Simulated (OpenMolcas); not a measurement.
## Cu2 (SMILES [Cu][Cu]): methods side by side

The species is Cu2 (2 atoms), meant as a singlet with charge 0. As SMILES, `[Cu][Cu]`. Geometry: the measured bond length.

```xyz
2

Cu    0.0000    0.0000    0.0000
Cu    0.0000    0.0000    2.2197
```

Quantity: the energy change with the Cu1–Cu2 bond stretched from 2.220 to 3.995 Å, in eV. The values are calculated.

| level | kind | program | value (eV) | less CCSD(T)/def2-SVPD | CPU time (all runs) |
| --- | --- | --- | --- | --- | --- |
| HF/def2-SVPD (restricted) | Hartree–Fock | OpenMolcas | 1.26 | -0.50 | 7 s |
| BLYP/def2-SVPD (restricted) | GGA | OpenMolcas | 2.18 | +0.42 | 17 s |
| PBE/def2-SVPD (restricted) | GGA | OpenMolcas | 2.30 | +0.54 | 17 s |
| revPBE/def2-SVPD (restricted) | GGA | OpenMolcas | 2.15 | +0.39 | 15 s |
| M06-L/def2-SVPD (restricted) | meta-GGA | OpenMolcas | 2.56 | +0.80 | 18 s |
| r2SCAN/def2-SVPD (restricted) | meta-GGA | OpenMolcas | 2.46 | +0.70 | 17 s |
| B3LYP/def2-SVPD (restricted) | global hybrid | OpenMolcas | 2.07 | +0.31 | 15 s |
| CCSD(T)/def2-SVPD (restricted) | coupled cluster or CI | OpenMolcas | 1.76 | 0.00 | 1.8 min |

CCSD(T)/def2-SVPD (restricted) is the highest level here, not the true value. At this stretch a single reference begins to fail. The first shape isn't each level's own minimum. The values span 1.26 to 2.56 eV. Times are those of the runs behind each value, whatever else they computed, on shared processors of several kinds: orders of magnitude only.
